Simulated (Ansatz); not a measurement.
Species: sum formula SiN₃H₇ (charge 0, singlet). 
Structure (B3LYP-D3(BJ)/def2-TZVP (Ansatz, a quantum-chemistry and plane-wave program) minimum search):
SMILES: N[SiH](N)N
```xyz
11

N      0.0297     1.5786    -0.5506
Si    -0.1744     0.0871     0.2807
N     -0.8936    -0.9443    -0.8847
N      1.1470    -0.8289     0.8907
H      0.1251     2.4404    -0.0379
H      0.4957     1.6246    -1.4433
H     -0.9302     0.4669     1.5010
H     -0.9917    -1.9298    -0.7033
H     -1.6101    -0.5974    -1.5010
H      1.5436    -0.6160     1.7918
H      1.8278    -1.2457     0.2750
```

Atomisation energy built up term by term with Ansatz (kcal/mol; UHF references for open shells; valence terms freeze the core; atomic spin-orbit terms are left out). Basis-set limits of correlation are two-point, X^-3; Hartree-Fock from the larger set.

```tsv
term	basis	kcal/mol
Hartree-Fock	aug-cc-pV(Q+d)Z	626.99
CCSD correlation	CBS(aug-cc-pV(T+d)Z,aug-cc-pV(Q+d)Z)	277.09
(T)	CBS(aug-cc-pV(T+d)Z,aug-cc-pV(Q+d)Z)	14.79
core correlation	cc-pwCVTZ	2.26
scalar relativity (X2C)	cc-pVTZ-DK against cc-pVTZ	-1.69
sum: De		919.4
```

(T) makes 1.6 % of the CCSD(T) atomisation energy; under 5 % is typical of single-reference molecules.
